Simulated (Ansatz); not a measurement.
The cluster Au₃⁻, relaxed as a singlet with RKS PBE0-D4/def2-TZVPD in Ansatz, starting from the GFN1-xTB geometry. Force threshold 0.02 eV/Å.

In the def2 sets Au takes a core potential; there is no spin–orbit coupling. The structure comes from a short search, and lower isomers may exist.

Start:

Cartesian coordinates in Å:
```
Au 0.4995 -1.5028 0.1268
Au -1.2327 0.3992 -0.9125
Au 0.7332 1.1037 0.7857
```

(1) Estimate the energy that the relaxation releases and the steps that it takes.

(2) Does the start keep its bonding and symmetry?

(3) Predict the relaxed structure.

## Answers

(1) 172.7 kJ/mol, in 11 steps; 21 s on 4 threads of Arm Neoverse V2 on a shared host. No frequencies were taken in this run, so the end may be a saddle point.

(2) Bonds lost: Au1–Au2 (atoms count from 1). The end is the same structure that another start reached, the lowest one found. Point group Cs at the start, D∞h at the end, both within 0.05 Å.

(3) 
| atom | x (Å) | y (Å) | z (Å) |
| --- | --- | --- | --- |
| Au1 | 1.594 | -1.808 | 0.946 |
| Au2 | -1.591 | 1.812 | -0.943 |
| Au3 | -0.003 | -0.004 | -0.003 |
Bond lengths (bridged metal pairs left out): 2 × Au–Au 2.59 Å.
